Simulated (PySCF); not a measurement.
hydrogen telluride (H₂Te), SMILES [TeH2]. Atoms are numbered in the order given.

```xyz
3

Te     0.0000     0.0000    -0.0432
H      0.0000    -1.1745     1.1239
H      0.0000     1.1745     1.1239
```

Geometry: PBE0-D3(BJ)/def2-TZVPD. The def2 effective core potentials stand for the cores of Te; spin–orbit coupling is left out.

Vertical ionisation energy (IE) and electron affinity (EA) in eV. Rows of orbital energies are one-electron estimates. Where ΔSCF, EOM or ADC give a negative EA the extra electron is unbound and the value depends on the basis.

| level | IE | EA |
|---|---|---|
| −ε(HOMO), −ε(LUMO), r2SCAN/def2-TZVPD (PySCF) | 5.78 | 1.34 |
| −ε(HOMO), −ε(LUMO), PBE0/def2-TZVPD (PySCF) | 6.59 | 0.77 |
